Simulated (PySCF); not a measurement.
## Computed spin Hamiltonian

Compound: C6H9Si2 (doublet state).
Cartesian coordinates in Å at the GFN2-xTB level; atoms count from 1:
```
atom  x, y, z in Å
C1    -1.9007   -1.8120    0.8266
C2    -1.6441   -0.6574   -0.1478
Si3   -2.7108    0.8882    0.2656
C4    -0.2592   -0.2712   -0.1496
C5     0.9089    0.0698   -0.1200
C6     2.1983    0.4332   -0.1167
C7     3.3833    0.7724   -0.1202
Si8    5.1037    1.2293   -0.1192
H9    -2.9440   -2.1190    0.7827
H10   -1.6719   -1.5104    1.8468
H11   -1.2768   -2.6707    0.5801
H12   -1.8998   -0.9952   -1.1609
H13   -2.4851    1.8967   -0.7689
H14   -2.3190    1.3934    1.5813
H15   -4.1179    0.4782    0.2821
H16    5.6130    2.2014    0.8276
H17    6.0151    0.6852   -1.1060
```

The hyperfine couplings belong to this conformer and change with its torsions.

As a line formula: `C[C@@H]([SiH3])C#CC#C[SiH2]` [radical].

The calculation used UKS B3LYP, pcH-1 on C H Si, non-relativistic, mean-field spin-orbit, GIAO (PySCF). Geometry: GFN2-xTB; no solvent, vibrations or thermal averaging. Couplings are sensitive to structure, and on GFN2-xTB geometries they can be far from those on DFT ones, by a factor of two or more for some ions and for spin on atoms past the first row. No stability test was run, so a lower SCF solution isn't excluded.

```
g1, g2, g3                      : 2.00221, 2.00363, 2.00387
g_iso                           : 2.00324
Form of g                       : close to axial: the two nearest values differ by 15 % of g3 − g1
⟨S²⟩                            : 0.7673 (exact 0.7500)
HOMO–LUMO gap, α and β orbitals : 3.61, 4.12 eV
Total energy                    : -812.92098 Eh
```

Isotropic coupling and dipolar principal values T1 to T3, in MHz; ρ(0) is the spin density at the nucleus:

| atom | isotope | a_iso | of which spin–orbit | T1 | T2 | T3 | Mulliken spin population | ρ(0) (bohr⁻³) |
| --- | --- | --- | --- | --- | --- | --- | --- | --- |
| C1 | 13C | 16.9 | 0.0 | -1.1 | -1.1 | 2.2 | 0.01 | 0.0150 |
| C2 | 13C | -6.2 | 0.0 | -0.4 | 0.2 | 0.3 | -0.01 | -0.0055 |
| Si3 | 29Si | -8.7 | 0.0 | -1.5 | 0.7 | 0.8 | 0.01 | 0.0097 |
| C4 | 13C | 17.0 | -0.1 | -16.5 | -10.0 | 26.5 | 0.19 | 0.0152 |
| C5 | 13C | -27.2 | 0.0 | -9.1 | -0.1 | 9.2 | -0.10 | -0.0242 |
| C6 | 13C | 24.4 | -0.1 | -24.6 | -16.7 | 41.3 | 0.28 | 0.0218 |
| C7 | 13C | -44.5 | 0.0 | -15.3 | 1.6 | 13.7 | -0.21 | -0.0396 |
| Si8 | 29Si | -132.9 | 1.1 | -168.7 | 83.8 | 84.9 | 0.92 | 0.1508 |
| H9 | 1H | 2.8 | 0.0 | -0.8 | -0.4 | 1.2 | 0.00 | 0.0006 |
| H10 | 1H | -0.7 | 0.0 | -1.1 | -0.4 | 1.5 | 0.00 | -0.0002 |
| H11 | 1H | -0.8 | 0.0 | -1.2 | -0.3 | 1.5 | 0.00 | -0.0002 |
| H12 | 1H | 6.7 | 0.0 | -1.0 | -0.9 | 2.0 | 0.00 | 0.0015 |
| H13 | 1H | -0.3 | 0.0 | -0.7 | -0.3 | 1.0 | 0.00 | -0.0001 |
| H14 | 1H | -0.3 | 0.0 | -0.6 | -0.3 | 0.9 | 0.00 | -0.0001 |
| H15 | 1H | 3.0 | 0.0 | -0.4 | -0.2 | 0.6 | 0.00 | 0.0007 |
| H16 | 1H | -49.2 | 0.0 | -11.2 | 4.4 | 6.8 | -0.04 | -0.0110 |
| H17 | 1H | -49.4 | 0.0 | -11.2 | 4.4 | 6.8 | -0.04 | -0.0111 |

Largest spin populations (Mulliken): Si8 (+0.92), C6 (+0.28), C7 (-0.21) and C4 (+0.19). Three atoms exceed +0.15. The angles at Si8 add up to 359.9°, so it is planar; its axial dipolar tensor and the negative couplings of its protons fit spin in a p orbital normal to that plane.

Axes: g2 points within 3° of the C5–C6 bond.

Under fast tumbling the dipolar parts average out, and these isotropic splittings remain: 1 × 1H (H17, I = 1/2, 2 lines) with 1.76 mT, 1 × 1H (H16, I = 1/2, 2 lines) with 1.76 mT and 1 × 1H (H12, I = 1/2, 2 lines) with 0.24 mT.

H16 and H17 aren't averaged: Si8 is flat or nearly so (angle sum 360°), and its turn about the short Si8–C7 bond (1.78 Å) is taken as slow.

The 13C coupling of C7 (-44.5 MHz) shows only in satellite lines or after enrichment, since that isotope makes up about 1.07 % of natural carbon.

The 29Si coupling of Si8 (-132.9 MHz) shows only in satellite lines or after enrichment, since that isotope makes up about 4.7 % of natural silicon.
